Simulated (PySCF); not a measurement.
C$_{7}$H$_{13}$O, doublet, at a GFN2-xTB geometry; DF-B3LYP/def2-SV(P) (PySCF).

The PySCF input:
```python
from pyscf import gto, scf, dft

mol = gto.M(
    atom='''
C     3.38027453   -0.33583070   -0.68043375
C     2.16856776    0.57366623   -0.52258039
C     1.15705611   -0.00850362    0.46156533
C    -0.04497465    0.82846865    0.64120314
C    -1.23001053    0.28369868    1.32297314
C    -1.77108523   -0.39265269    0.06457756
C    -2.75038086    0.43684392   -0.72588576
O    -1.39184253   -1.49319481   -0.28155010
H     4.08748564    0.08768572   -1.38968740
H     3.07478454   -1.31482425   -1.04266743
H     3.88766386   -0.46624055    0.27322118
H     2.49268136    1.55617208   -0.17100306
H     1.68719454    0.70818417   -1.49360353
H     1.64550125   -0.17696171    1.43155802
H     0.83413445   -1.00416585    0.11683783
H    -0.12743751    1.75995584    0.10668113
H    -1.91107985    1.03768586    1.70935143
H    -0.97537887   -0.45607566    2.07970583
H    -2.82354457    0.05852078   -1.74263205
H    -2.46332923    1.48424733   -0.73837126
H    -3.73061811    0.35723206   -0.25550550
''',
    basis='def2-sv(p)',
    spin=1,
    verbose=4,
    symmetry=True,
)

mf = dft.UKS(mol)
mf.xc = 'b3lyp'
mf = mf.density_fit(auxbasis='def2-universal-jkfit')
mf.kernel()
mf.analyze()
```

Output, abridged:

```
PySCF version 2.14.0

[INPUT] verbose = 4
[INPUT] num. atoms = 21
[INPUT] num. electrons = 63
[INPUT] charge = 0
[INPUT] spin (= nelec alpha-beta = 2S) = 1
[INPUT] symmetry True subgroup None
[INPUT] Mole.unit = angstrom
[INPUT] Symbol           X                Y                Z      unit          X                Y                Z       unit  Magmom
[...]
nuclear repulsion = 374.296588623647
point group symmetry = C1
symmetry origin: [0. 0. 0.]
symmetry axis x: [1. 0. 0.]
symmetry axis y: [0. 1. 0.]
symmetry axis z: [0. 0. 1.]
num. orbitals of irrep A = 138
number of shells = 74
number of NR pGTOs = 244
number of NR cGTOs = 138
basis = def2-sv(p)
ecp = {}

******** <class 'pyscf.df.df_jk.DFUKS'> ********
method = DFUKS
initial guess = minao
damping factor = 0
level_shift factor = 0
DIIS = <class 'pyscf.scf.diis.CDIIS'>
diis_start_cycle = 1
diis_space = 8
diis_damp = 0
SCF conv_tol = 1e-09
SCF conv_tol_grad = None
SCF max_cycles = 50
direct_scf = False
number electrons alpha = 32  beta = 31
XC library pyscf.dft.libxc version 7.1.2
    S. Lehtola, C. Steigemann, M. J. T. Oliveira, and M. A. L. Marques,  SoftwareX 7, 1–5 (2018)
XC functionals = b3lyp
    P. J. Stephens, F. J. Devlin, C. F. Chabalowski, and M. J. Frisch,  J. Phys. Chem. 98, 11623 (1994)
radial grids:
    Treutler-Ahlrichs [JCP 102, 346 (1995); DOI:10.1063/1.469408] (M4) radial grids

becke partition: Becke, JCP 88, 2547 (1988); DOI:10.1063/1.454033
pruning grids: <function nwchem_prune>
grids dens level: 3
symmetrized grids: True
atomic radii adjust function: <function treutler_atomic_radii_adjust>
small_rho_cutoff = 0
Set gradient conv threshold to 3.16228e-05
tot grids = 240416
******** <class 'pyscf.df.df.DF'> ********
auxbasis = def2-universal-jkfit
init E= -350.131773525551

cycle= 1 E= -349.269804196594  delta_E= 0.862  |g|= 0.634  |ddm|= 3.22
cycle= 2 E= -348.356349850924  delta_E= 0.913  |g|= 1.53  |ddm|= 2.98
cycle= 3 E= -349.407930421067  delta_E= -1.05  |g|= 0.275  |ddm|= 2.58
cycle= 4 E= -349.449005575689  delta_E= -0.0411  |g|= 0.0685  |ddm|= 0.436
cycle= 5 E= -349.451553990351  delta_E= -0.00255  |g|= 0.0293  |ddm|= 0.105
cycle= 6 E= -349.45201674957  delta_E= -0.000463  |g|= 0.0099  |ddm|= 0.0446
cycle= 7 E= -349.452113809606  delta_E= -9.71e-05  |g|= 0.00292  |ddm|= 0.023
cycle= 8 E= -349.45212578199  delta_E= -1.2e-05  |g|= 0.00147  |ddm|= 0.0111
cycle= 9 E= -349.45212746925  delta_E= -1.69e-06  |g|= 0.000521  |ddm|= 0.0031
cycle= 10 E= -349.452127742491  delta_E= -2.73e-07  |g|= 0.000211  |ddm|= 0.00112
cycle= 11 E= -349.452127822729  delta_E= -8.02e-08  |g|= 9.02e-05  |ddm|= 0.000753
cycle= 12 E= -349.452127830559  delta_E= -7.83e-09  |g|= 6.68e-05  |ddm|= 0.000211
cycle= 13 E= -349.452127834998  delta_E= -4.44e-09  |g|= 1.72e-05  |ddm|= 0.000163
cycle= 14 E= -349.452127835358  delta_E= -3.59e-10  |g|= 1.27e-05  |ddm|= 4.84e-05
Extra cycle  E= -349.452127835258  delta_E= 9.98e-11  |g|= 2.29e-05  |ddm|= 4.43e-05
converged SCF energy = -349.452127835258  <S^2> = 0.75831335  2S+1 = 2.0082961
**** SCF Summaries ****
Total Energy =                        -349.452127835257841
Nuclear Repulsion Energy =             374.296588623646642
One-electron Energy =                -1213.231463134277419
Two-electron Energy =                  489.482746675372937
Two-electron Coulomb Energy =          540.922555317428987
DFT Exchange-Correlation Energy =      -51.439808642056057
**** MO energy ****
                             alpha | beta                alpha | beta
[...]
To work with the spin densities directly, `use mulliken_meta_spin()` only printing them here.

 ** Mulliken spin pop alpha/beta on meta-lowdin orthogonal AOs **
 ** Mulliken Spin Density (per AO)  **
spin_pop of  0 C 1s       -0.00000
spin_pop of  0 C 2s       -0.00020
spin_pop of  0 C 3s       -0.00000
spin_pop of  0 C 2px       0.00005
spin_pop of  0 C 2py      -0.00015
spin_pop of  0 C 2pz       0.00022
spin_pop of  0 C 3px      -0.00000
spin_pop of  0 C 3py       0.00000
spin_pop of  0 C 3pz       0.00001
spin_pop of  0 C 3dxy      0.00000
spin_pop of  0 C 3dyz      0.00000
spin_pop of  0 C 3dz^2     0.00000
spin_pop of  0 C 3dxz      0.00000
spin_pop of  0 C 3dx2-y2    0.00001
spin_pop of  1 C 1s       -0.00000
spin_pop of  1 C 2s        0.00043
spin_pop of  1 C 3s        0.00000
spin_pop of  1 C 2px       0.00157
spin_pop of  1 C 2py       0.00102
spin_pop of  1 C 2pz       0.00075
spin_pop of  1 C 3px       0.00003
spin_pop of  1 C 3py       0.00002
spin_pop of  1 C 3pz       0.00002
spin_pop of  1 C 3dxy      0.00000
spin_pop of  1 C 3dyz     -0.00000
spin_pop of  1 C 3dz^2    -0.00001
spin_pop of  1 C 3dxz      0.00000
spin_pop of  1 C 3dx2-y2   -0.00000
spin_pop of  2 C 1s        0.00000
spin_pop of  2 C 2s       -0.00650
spin_pop of  2 C 3s        0.00010
spin_pop of  2 C 2px      -0.01389
spin_pop of  2 C 2py      -0.01219
spin_pop of  2 C 2pz      -0.00827
spin_pop of  2 C 3px       0.00008
spin_pop of  2 C 3py       0.00015
spin_pop of  2 C 3pz       0.00019
spin_pop of  2 C 3dxy     -0.00005
spin_pop of  2 C 3dyz      0.00022
spin_pop of  2 C 3dz^2    -0.00002
spin_pop of  2 C 3dxz      0.00025
spin_pop of  2 C 3dx2-y2    0.00026
spin_pop of  3 C 1s       -0.00001
spin_pop of  3 C 2s        0.03801
spin_pop of  3 C 3s       -0.00040
spin_pop of  3 C 2px       0.10903
spin_pop of  3 C 2py       0.16327
spin_pop of  3 C 2pz       0.50612
spin_pop of  3 C 3px       0.00136
spin_pop of  3 C 3py       0.00158
spin_pop of  3 C 3pz       0.00586
spin_pop of  3 C 3dxy     -0.00008
spin_pop of  3 C 3dyz     -0.00040
spin_pop of  3 C 3dz^2    -0.00017
spin_pop of  3 C 3dxz     -0.00013
spin_pop of  3 C 3dx2-y2    0.00007
spin_pop of  4 C 1s        0.00000
spin_pop of  4 C 2s       -0.00422
spin_pop of  4 C 3s        0.00019
spin_pop of  4 C 2px      -0.01629
spin_pop of  4 C 2py      -0.00668
spin_pop of  4 C 2pz      -0.00256
spin_pop of  4 C 3px       0.00007
spin_pop of  4 C 3py       0.00015
spin_pop of  4 C 3pz       0.00016
spin_pop of  4 C 3dxy      0.00026
spin_pop of  4 C 3dyz      0.00010
spin_pop of  4 C 3dz^2     0.00017
spin_pop of  4 C 3dxz      0.00043
spin_pop of  4 C 3dx2-y2    0.00001
spin_pop of  5 C 1s       -0.00000
spin_pop of  5 C 2s        0.00928
spin_pop of  5 C 3s       -0.00001
spin_pop of  5 C 2px      -0.01226
spin_pop of  5 C 2py      -0.00743
spin_pop of  5 C 2pz       0.05006
spin_pop of  5 C 3px       0.00022
spin_pop of  5 C 3py      -0.00002
spin_pop of  5 C 3pz      -0.00014
spin_pop of  5 C 3dxy      0.00015
spin_pop of  5 C 3dyz      0.00018
spin_pop of  5 C 3dz^2     0.00049
spin_pop of  5 C 3dxz     -0.00006
spin_pop of  5 C 3dx2-y2   -0.00003
spin_pop of  6 C 1s       -0.00000
spin_pop of  6 C 2s       -0.00061
spin_pop of  6 C 3s        0.00002
spin_pop of  6 C 2px      -0.00054
spin_pop of  6 C 2py       0.00272
spin_pop of  6 C 2pz      -0.00004
spin_pop of  6 C 3px       0.00027
spin_pop of  6 C 3py       0.00000
spin_pop of  6 C 3pz       0.00003
spin_pop of  6 C 3dxy      0.00000
spin_pop of  6 C 3dyz     -0.00002
spin_pop of  6 C 3dz^2     0.00001
spin_pop of  6 C 3dxz      0.00001
spin_pop of  6 C 3dx2-y2    0.00005
spin_pop of  7 O 1s       -0.00000
spin_pop of  7 O 2s        0.00188
spin_pop of  7 O 3s       -0.00002
spin_pop of  7 O 2px       0.01263
spin_pop of  7 O 2py       0.01996
spin_pop of  7 O 2pz       0.07687
spin_pop of  7 O 3px      -0.00001
spin_pop of  7 O 3py       0.00012
spin_pop of  7 O 3pz       0.00045
spin_pop of  7 O 3dxy      0.00000
spin_pop of  7 O 3dyz     -0.00002
spin_pop of  7 O 3dz^2    -0.00001
spin_pop of  7 O 3dxz      0.00001
spin_pop of  7 O 3dx2-y2   -0.00000
spin_pop of  8 H 1s       -0.00015
spin_pop of  8 H 2s        0.00000
spin_pop of  9 H 1s        0.00002
spin_pop of  9 H 2s        0.00006
spin_pop of  10 H 1s        0.00000
spin_pop of  10 H 2s        0.00006
spin_pop of  11 H 1s       -0.00020
spin_pop of  11 H 2s        0.00028
spin_pop of  12 H 1s       -0.00033
spin_pop of  12 H 2s        0.00018
spin_pop of  13 H 1s        0.03744
spin_pop of  13 H 2s        0.00028
spin_pop of  14 H 1s        0.03731
spin_pop of  14 H 2s        0.00015
spin_pop of  15 H 1s       -0.02488
spin_pop of  15 H 2s        0.00015
spin_pop of  16 H 1s        0.01453
spin_pop of  16 H 2s        0.00009
spin_pop of  17 H 1s        0.01585
spin_pop of  17 H 2s        0.00041
spin_pop of  18 H 1s        0.00236
spin_pop of  18 H 2s        0.00012
spin_pop of  19 H 1s        0.00003
spin_pop of  19 H 2s        0.00017
spin_pop of  20 H 1s        0.00191
spin_pop of  20 H 2s       -0.00000
 ** Mulliken Spin Density (per atom)  **
spin density of  0 C =     -0.00007
spin density of  1 C =      0.00383
spin density of  2 C =     -0.03968
spin density of  3 C =      0.82412
spin density of  4 C =     -0.02821
spin density of  5 C =      0.04041
spin density of  6 C =      0.00188
spin density of  7 O =      0.11187
spin density of  8 H =     -0.00015
spin density of  9 H =      0.00008
spin density of  10 H =      0.00006
spin density of  11 H =      0.00008
spin density of  12 H =     -0.00015
spin density of  13 H =      0.03772
spin density of  14 H =      0.03746
spin density of  15 H =     -0.02473
spin density of  16 H =      0.01462
spin density of  17 H =      0.01626
spin density of  18 H =      0.00248
spin density of  19 H =      0.00020
spin density of  20 H =      0.00191
 ** Mulliken pop alpha/beta on meta-lowdin orthogonal AOs **
 ** Mulliken pop       alpha | beta **
In total            32.00000 | 31.00000
 ** Mulliken atomic charges   ( Nelec_alpha | Nelec_beta ) **
charge of  0C =     -0.26059  (     3.13026      3.13033 )
charge of  1C =     -0.13707  (     3.07045      3.06662 )
charge of  2C =     -0.15940  (     3.05986      3.09954 )
charge of  3C =     -0.07924  (     3.45168      2.62756 )
charge of  4C =     -0.19865  (     3.08522      3.11343 )
charge of  5C =      0.36379  (     2.83831      2.79790 )
charge of  6C =     -0.30492  (     3.15340      3.15152 )
charge of  7O =     -0.42330  (     4.26759      4.15572 )
charge of  8H =      0.08673  (     0.45656      0.45671 )
charge of  9H =      0.08660  (     0.45674      0.45666 )
charge of  10H =      0.08281  (     0.45863      0.45857 )
charge of  11H =      0.07502  (     0.46253      0.46245 )
charge of  12H =      0.07777  (     0.46104      0.46119 )
charge of  13H =      0.08389  (     0.47691      0.43919 )
charge of  14H =      0.10128  (     0.46809      0.43063 )
charge of  15H =      0.08932  (     0.44298      0.46770 )
charge of  16H =      0.09569  (     0.45946      0.44485 )
charge of  17H =      0.10410  (     0.45608      0.43982 )
charge of  18H =      0.10712  (     0.44768      0.44520 )
charge of  19H =      0.09927  (     0.45046      0.45026 )
charge of  20H =      0.10977  (     0.44607      0.44416 )
Dipole moment(X, Y, Z, Debye): -0.47177,  2.34188,  0.63988
```
